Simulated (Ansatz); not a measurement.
Coupled-cluster diagnostics for the cluster Te₄Pb₂, Ansatz.

Geometry of the singlet (PBE-D4/def2-SVP):

```tsv
atom	x (Å)	y (Å)	z (Å)
Pb1	0.883	-1.638	-1.406
Pb2	-1.050	1.022	1.816
Te3	0.847	-1.497	1.629
Te4	0.566	1.090	-2.373
Te5	0.439	2.632	-0.100
Te6	-1.685	-1.608	0.433
```

In the def2 sets Pb, Te take a core potential; there is no spin–orbit coupling. Correlated methods freeze 24 core orbitals; core or outer-core shells of Pb, Te are correlated, in sets that lack core-valence functions. Another isomer (singlet) lies 0.25 eV lower at PBE0-D4/def2-TZVP; other spin states weren't run for this one.

Task: Estimate the CCSD(T) correlation energy, the shares of MP2 and (T), T1 and the reference's ⟨S²⟩ for: charge 0, singlet, own geometry in def2-SVP; and the rough time on 4 threads of Arm Neoverse V1 on a shared host.

Result: 
```tsv
state	basis	correlation (eV)	MP2 share (%)	(T) share (%)	T1	⟨S²⟩ (pure)	wall time
charge 0, singlet, own geometry	def2-SVP	-19.596	91.7	4.8	0.015	0.00 (0.00)	2.7 min
```
Customary marks for T1 are 0.02 (closed shells), 0.045 (open shells) and about 0.05 (3d metals). T1 stays under 0.02 throughout.
